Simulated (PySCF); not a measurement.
Correlation energy of Cr⁺ (chromium, charge +1)

[Ar] 3d5, high-spin 6S determinant. Computed with PySCF 2.14 in def2-TZVPPD (6s6p4d2f1g, 67 functions), with no relativity, point nucleus. Frozen: [Ne]; 13 electrons correlated.

MP2 pair energies summed by pair of shells (mhartree):

```tsv
pair	energy	share (%)
3p-3d	-165.30	43.1
3p-3p	-80.65	21.0
3d-3d	-73.66	19.2
3s-3p	-32.13	8.4
3s-3d	-27.17	7.1
3s-3s	-4.58	1.2
```

Total MP2 correlation energy: -383.50 mhartree.

Same-spin part -151.03 and opposite-spin part -232.47 mhartree; SCS-MP2 scales them by 1/3 and 6/5 to -329.31 mhartree.

This basis was not built for core-valence correlation, so the inner-shell part is incomplete.
